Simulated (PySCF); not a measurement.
**How methods differ on the ionisation energy of Nb**

Nb [Kr] 4d4 5s1 (6D) → Nb⁺ [Kr] 4d4 (5D), as a difference of total energies. Calculation: PySCF 2.14, in x2c-SVPall (6s5p5d1f, 53 functions); the spin-free X2C one-electron Hamiltonian (Gaussian nucleus). Correlated levels: valence: [Kr] frozen. The calculations carry no spin-orbit coupling.

| method | ionisation energy (eV) |
| --- | --- |
| UHF | 6.013 |
| BP86 | 7.289 |
| MP2 (valence) | 6.322 |
| SCS-MP2 (valence) | 6.116 |

Problem. How much does correlation contribute at MP2 (valence)?

Solution. 6.322 − (6.013) = 0.309 eV, measured against UHF.

Errors of the correlated levels include the incompleteness of this basis and the frozen core.

For comparison: 6.776 eV (measured; NIST levels, between the centres of gravity of the two terms).
